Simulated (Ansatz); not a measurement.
The cluster Hg₂Br₄⁻. The state is a doublet with charge -1. Geometry r2SCAN-D4/def2-SVPD, basis def2-SVP, Ansatz.

```xyz
6

Hg    0.622    0.710   -0.545
Hg   -1.466   -1.770    1.401
Br   -0.770    1.764   -2.377
Br    2.858    0.537    0.632
Br   -1.217    0.949    1.805
Br   -0.026   -2.190   -0.915
```

| run | HOMO (eV) | LUMO (eV) |
| --- | --- | --- |
| A | -2.22 | -1.28 |
| B | -2.80 | -0.65 |
| C | -1.54 | -1.13 |
| D | -1.96 | -1.57 |
| E | -1.77 | -1.27 |

In the def2 sets Hg takes a core potential; there is no spin–orbit coupling. Another isomer (doublet) lies 0.02 eV lower at PBE0-D4/def2-SVP; other spin states weren't run for this one.

HOMO and LUMO are taken over both spins.

Problem. The runs used BLYP, LDA (SPW92), PBE, PBE0, r2SCAN. Estimate which is which.

Solution. A r2SCAN (0 % exact exchange); B PBE0 (25 % exact exchange); C BLYP (0 % exact exchange); D LDA (SPW92) (0 % exact exchange); E PBE (0 % exact exchange). Exact exchange lowers occupied and raises empty levels; among semilocal functionals meta-GGAs tend to open the gap a little, and such runs are hard to tell apart. The gap grows from 0.38 eV (LDA (SPW92)) to 2.15 eV (PBE0).
